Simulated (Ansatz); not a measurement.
Reaction (formal exchange of groups at the Si–Si bond): `N[SiH2][SiH](O)F` + `C#C` → `C#C[SiH2]N` + `O[SiH2]F`

Computed with Ansatz on PBE0-D4/def2-TZVP structures; ΔE is electronic, products minus reactants. CBS: MP2 limit from def2 TZ/QZ plus the TZ coupled-cluster correction, frozen cores. This one scheme is used for every species. Each species was taken in one conformer, which may not be the lowest.

```json
{"level": "HF/def2-TZVPP", "ΔE (eV)": "-0.84"}
{"level": "MP2/def2-QZVPP", "ΔE (eV)": "-0.74"}
```

(1) What does CCSD(T)/CBS give? (Best estimate.)

Largest T1 diagnostic among the species: 0.013.

Results:

(1) The calculation gave: -0.64 eV. The listed levels differ from it by -0.20, -0.10 eV.

In def2-TZVPP, CCSD(T) changes the Hartree–Fock value by +0.19 eV (the triples alone add +0.02 eV) and MP2 by +0.09 eV. The D4 term adds +0.06 eV with B3LYP and +0.03 eV with PBE0; it sums over pairs of atoms, weighted by their polarisabilities, and B3LYP, whose exchange is more repulsive, gets the larger term. From PBE to PBE0 (25 % exact exchange), in def2-TZVPP and without D4, ΔE moves by −0.06 eV.

B3LYP here is the variant with VWN-RPA as its local correlation; programs differ in this.
